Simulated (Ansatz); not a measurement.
Steps of a relaxation of CH₈GeSSi (`[SiH3][CH2][GeH2][SH]`) with RKS PBE-D4/def2-SVP.

```sh
$ ansatz run in.yaml --threads 4 --pin off --events-out ev --progress --plain --max-ram 10444MiB
```

```yaml
crystal:
  periodic: [false, false, false]
  atoms:
    - {symbol: Si, position_ang: [-0.559700, 1.565400, 0.071300]}
    - {symbol: C, position_ang: [-0.292300, -0.029500, 0.897900]}
    - {symbol: Ge, position_ang: [0.996900, -1.035800, -0.127700]}
    - {symbol: S, position_ang: [0.282800, -1.542100, -2.116100]}
    - {symbol: H, position_ang: [-1.132400, 1.367600, -1.310900]}
    - {symbol: H, position_ang: [-1.591600, 2.390600, 0.839300]}
    - {symbol: H, position_ang: [0.674700, 2.372100, -0.023100]}
    - {symbol: H, position_ang: [0.134200, 0.172300, 1.916600]}
    - {symbol: H, position_ang: [-1.229500, -0.587900, 0.997700]}
    - {symbol: H, position_ang: [2.319100, -0.188900, -0.257600]}
    - {symbol: H, position_ang: [1.356000, -2.342100, 0.672400]}
    - {symbol: H, position_ang: [-0.881300, -2.196800, -1.525900]}
basis:
  gaussian: {orbitals: def2-SVP}
hamiltonian: {xc: pbe, dispersion: d4}
relax: {f_tol: 0.03, max_steps: 200}
```

Positions (Å) and forces (eV/Å) along the path, 11 of 17 steps:

```xyz
12
step=1 energy=-76366.1710 eV
Si   -0.560    1.565    0.071   -1.460    1.484   -0.469
C    -0.292   -0.029    0.898    0.474   -0.271    0.941
Ge    0.997   -1.036   -0.128    1.437   -0.512    1.196
S     0.283   -1.542   -2.116   -1.849   -1.021   -0.184
H    -1.132    1.368   -1.311    0.114    0.010    0.039
H    -1.592    2.391    0.839    0.230   -0.092   -0.125
H     0.675    2.372   -0.023    0.472    0.173   -0.028
H     0.134    0.172    1.917   -0.160   -0.259   -0.294
H    -1.230   -0.588    0.998   -0.337   -0.238    0.103
H     2.319   -0.189   -0.258   -0.328   -0.174   -0.140
H     1.356   -2.342    0.672   -0.026    0.121   -0.165
H    -0.881   -2.197   -1.526    1.435    0.780   -0.874
12
step=3 energy=-76366.4856 eV
Si   -0.634    1.661    0.078   -0.010    0.145   -0.061
C    -0.271    0.005    0.908    0.058   -0.141    0.026
Ge    1.040   -1.109   -0.066   -0.008    0.069   -0.048
S     0.293   -1.619   -2.136    0.066    0.045    0.101
H    -1.189    1.466   -1.307    0.005   -0.014    0.035
H    -1.625    2.456    0.889   -0.004   -0.004    0.005
H     0.641    2.459   -0.022   -0.027   -0.014   -0.007
H     0.133    0.176    1.929    0.014    0.011   -0.026
H    -1.205   -0.584    1.030   -0.012    0.001   -0.030
H     2.339   -0.308   -0.348   -0.002   -0.017    0.025
H     1.364   -2.394    0.746   -0.010   -0.030   -0.018
H    -0.810   -2.262   -1.666   -0.069   -0.050   -0.002
12
step=4 energy=-76366.4875 eV
Si   -0.634    1.668    0.078   -0.015    0.038   -0.012
C    -0.268    0.006    0.905    0.047   -0.044    0.018
Ge    1.046   -1.104   -0.065   -0.056   -0.013    0.014
S     0.289   -1.622   -2.123    0.041    0.035   -0.037
H    -1.195    1.468   -1.302    0.001   -0.005    0.009
H    -1.626    2.458    0.893    0.002   -0.001    0.005
H     0.638    2.468   -0.026   -0.013   -0.005   -0.006
H     0.135    0.176    1.927   -0.001    0.011   -0.008
H    -1.201   -0.585    1.020   -0.001    0.009   -0.020
H     2.350   -0.310   -0.335   -0.006   -0.012   -0.009
H     1.360   -2.399    0.737   -0.001   -0.006    0.005
H    -0.817   -2.280   -1.676    0.001   -0.007    0.044
12
step=5 energy=-76366.4881 eV
Si   -0.639    1.664    0.073   -0.033    0.067   -0.017
C    -0.266    0.007    0.906    0.035   -0.048    0.076
Ge    1.045   -1.104   -0.059   -0.025   -0.036   -0.002
S     0.297   -1.597   -2.124    0.047    0.026   -0.067
H    -1.224    1.462   -1.296    0.004   -0.010    0.009
H    -1.613    2.463    0.901    0.001   -0.002    0.005
H     0.635    2.458   -0.054   -0.010   -0.007   -0.009
H     0.139    0.186    1.926    0.003    0.015   -0.015
H    -1.195   -0.588    1.033   -0.011    0.020   -0.033
H     2.358   -0.322   -0.318    0.000    0.000   -0.005
H     1.342   -2.408    0.735    0.000   -0.014    0.008
H    -0.801   -2.276   -1.690   -0.012   -0.011    0.048
12
step=6 energy=-76366.4898 eV
Si   -0.648    1.665    0.071   -0.020    0.021   -0.021
C    -0.263    0.011    0.907    0.003   -0.013    0.093
Ge    1.042   -1.108   -0.053    0.035   -0.029   -0.013
S     0.315   -1.571   -2.131   -0.012   -0.015   -0.034
H    -1.268    1.453   -1.281   -0.001   -0.001    0.011
H    -1.596    2.474    0.919    0.011   -0.007   -0.003
H     0.628    2.450   -0.098   -0.015   -0.003   -0.003
H     0.145    0.198    1.924    0.007    0.004   -0.015
H    -1.190   -0.586    1.040   -0.017    0.027   -0.026
H     2.368   -0.343   -0.294    0.008    0.007    0.012
H     1.313   -2.426    0.728   -0.006    0.001    0.004
H    -0.770   -2.273   -1.698    0.005    0.006   -0.004
12
step=10 energy=-76366.4946 eV
Si   -0.687    1.629    0.043   -0.005    0.094   -0.103
C    -0.243    0.023    0.946   -0.008   -0.004    0.011
Ge    1.044   -1.127   -0.009    0.038   -0.035   -0.049
S     0.430   -1.437   -2.159   -0.064   -0.029    0.076
H    -1.503    1.349   -1.196    0.076    0.021    0.125
H    -1.491    2.524    0.960    0.043   -0.047   -0.055
H     0.572    2.370   -0.356   -0.115   -0.076    0.033
H     0.201    0.262    1.937   -0.018   -0.009   -0.032
H    -1.170   -0.562    1.134    0.034    0.003    0.005
H     2.424   -0.425   -0.130   -0.044   -0.025    0.027
H     1.187   -2.509    0.700    0.000    0.054   -0.012
H    -0.688   -2.152   -1.835    0.061    0.053   -0.026
12
step=12 energy=-76366.4988 eV
Si   -0.706    1.593    0.018    0.012    0.056   -0.102
C    -0.233    0.016    0.963   -0.006    0.012    0.017
Ge    1.053   -1.138    0.015    0.055   -0.002   -0.021
S     0.486   -1.359   -2.159   -0.165   -0.083    0.103
H    -1.592    1.268   -1.160    0.072    0.031    0.105
H    -1.451    2.535    0.935    0.039   -0.046   -0.047
H     0.539    2.296   -0.479   -0.123   -0.067    0.045
H     0.226    0.288    1.940   -0.021   -0.009   -0.033
H    -1.148   -0.575    1.184    0.025    0.013    0.002
H     2.451   -0.465   -0.045   -0.034   -0.018    0.008
H     1.155   -2.536    0.695   -0.011    0.025   -0.021
H    -0.703   -1.979   -1.874    0.158    0.088   -0.058
12
step=13 energy=-76366.5003 eV
Si   -0.716    1.572    0.002    0.015    0.016   -0.027
C    -0.225    0.016    0.974    0.008    0.026    0.018
Ge    1.067   -1.138    0.033   -0.035   -0.079   -0.021
S     0.512   -1.329   -2.144   -0.182   -0.046   -0.007
H    -1.631    1.230   -1.142    0.031    0.005    0.041
H    -1.435    2.535    0.915    0.011   -0.018   -0.013
H     0.515    2.260   -0.535   -0.055   -0.033    0.017
H     0.235    0.307    1.944   -0.011    0.004   -0.020
H    -1.130   -0.584    1.210    0.012    0.013   -0.010
H     2.475   -0.487   -0.003   -0.025   -0.011    0.001
H     1.131   -2.554    0.676    0.015    0.032    0.028
H    -0.719   -1.884   -1.897    0.215    0.091   -0.008
12
step=14 energy=-76366.5021 eV
Si   -0.720    1.558   -0.007    0.016   -0.014    0.009
C    -0.222    0.012    0.977   -0.002    0.026    0.010
Ge    1.065   -1.149    0.039    0.007    0.005    0.000
S     0.525   -1.290   -2.146   -0.179   -0.092    0.039
H    -1.654    1.207   -1.130    0.002   -0.004    0.007
H    -1.421    2.532    0.905   -0.004   -0.001    0.002
H     0.501    2.236   -0.569   -0.013   -0.009    0.002
H     0.242    0.315    1.941   -0.003    0.000   -0.013
H    -1.124   -0.586    1.225    0.002    0.014   -0.007
H     2.475   -0.505    0.010   -0.002   -0.005    0.016
H     1.124   -2.560    0.693   -0.002    0.006   -0.026
H    -0.714   -1.826   -1.905    0.179    0.074   -0.039
12
step=15 energy=-76366.5035 eV
Si   -0.733    1.557   -0.004    0.006    0.003   -0.021
C    -0.213    0.027    0.988   -0.002   -0.026   -0.010
Ge    1.054   -1.152    0.039   -0.036    0.040   -0.009
S     0.549   -1.258   -2.158    0.035    0.016    0.019
H    -1.694    1.193   -1.099    0.003   -0.005   -0.001
H    -1.413    2.542    0.912   -0.005    0.007    0.006
H     0.476    2.223   -0.601   -0.004    0.011   -0.010
H     0.278    0.351    1.930    0.010   -0.012    0.020
H    -1.112   -0.559    1.272    0.010   -0.002   -0.003
H     2.475   -0.534    0.052    0.002   -0.019    0.000
H     1.063   -2.580    0.655    0.011   -0.004    0.002
H    -0.653   -1.865   -1.953   -0.030   -0.010    0.006
12
step=17 energy=-76366.5041 eV
Si   -0.735    1.552   -0.008    0.011    0.007   -0.010
C    -0.204    0.029    0.991   -0.024   -0.009   -0.002
Ge    1.056   -1.154    0.044    0.022    0.006   -0.008
S     0.554   -1.252   -2.153    0.000    0.004    0.007
H    -1.693    1.171   -1.101    0.000   -0.005    0.001
H    -1.424    2.538    0.901    0.003   -0.005    0.004
H     0.466    2.226   -0.613   -0.003    0.006   -0.002
H     0.283    0.350    1.937    0.003   -0.004   -0.004
H    -1.101   -0.562    1.269   -0.010    0.003    0.014
H     2.484   -0.553    0.058    0.003   -0.005   -0.001
H     1.061   -2.583    0.658   -0.003    0.002    0.002
H    -0.669   -1.817   -1.948   -0.003   -0.001   -0.001
```

Run time 25 s (4 threads of an AMD EPYC 7B13 on a shared host); peak host memory 0.2 GiB.
